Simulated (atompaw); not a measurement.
# Which change was made? (Ba, PAW (atompaw))

```
Element                 : barium (Ba)
Generator               : atompaw 4.2.0.5
Type                    : PAW
Functional              : PBEsol
Relativity              : scalar-relativistic
Frozen core             : [Kr] 4d10
Valence charge          : 10
Reference configuration : 5s2 5p6 5d0 6s2 6p0
Partial waves           : 5s (bound): rc 2.65 bohr; 6s (bound): rc 3.00 bohr; 5p (bound): rc 2.20 bohr; 6p (bound, empty): rc 3.00 bohr; 5d (bound, empty): rc 3.00 bohr; 5d channel at 2.25 Ry: rc 3.00 bohr
Local potential         : troulliermartins scheme with l = 3 at 0 Ry, radius 2.55 bohr
Core correction         : smooth core density matched at 1.50 bohr
Augmentation charge     : sinc compensation charge, radius 2.60 bohr; PAW radius 3.00 bohr; waves and projectors: custom polynom2 7 10 vanderbiltortho
```

Cutoffs, loose and tight: the cutoffs (Ry, on a coarse ladder) from which the occupation-weighted sum of valence levels, in a spherical-Bessel basis at the reference potential, stays within 10 and 1 mRy of its value at 400 Ry. They see the waves, projectors and local potential, not the compensation charge or the core.

The base gives: outcome: generated; cutoff, loose: 12 Ry; cutoff, tight: 35 Ry; bound ghosts: s.

Q: After one change the result is: outcome: generated; cutoff, loose: 25 Ry; cutoff, tight: 25 Ry; bound ghosts: s. Which change was it?
A. wave 5s (bound): rc 2.65 bohr becomes 5s (bound): rc 2.36 bohr
B. wave 5s (bound): rc 2.65 bohr becomes 5s (bound): rc 2.84 bohr
C. wave 5s (bound): rc 2.65 bohr becomes 5s (bound): rc 1.60 bohr
D. wave 5s (bound): rc 2.65 bohr becomes 5s (bound): rc 2.08 bohr

A: A. The others give: wave 5s (bound): rc 2.65 bohr becomes 5s (bound): rc 2.84 bohr → outcome: generated; cutoff, loose: 15 Ry; cutoff, tight: 30 Ry; bound ghosts: s | wave 5s (bound): rc 2.65 bohr becomes 5s (bound): rc 1.60 bohr → outcome: generated; cutoff, loose: 18 Ry; cutoff, tight: 25 Ry; bound ghosts: s | wave 5s (bound): rc 2.65 bohr becomes 5s (bound): rc 2.08 bohr → outcome: generated; cutoff, loose: 10 Ry; cutoff, tight: 21 Ry; bound ghosts: s.
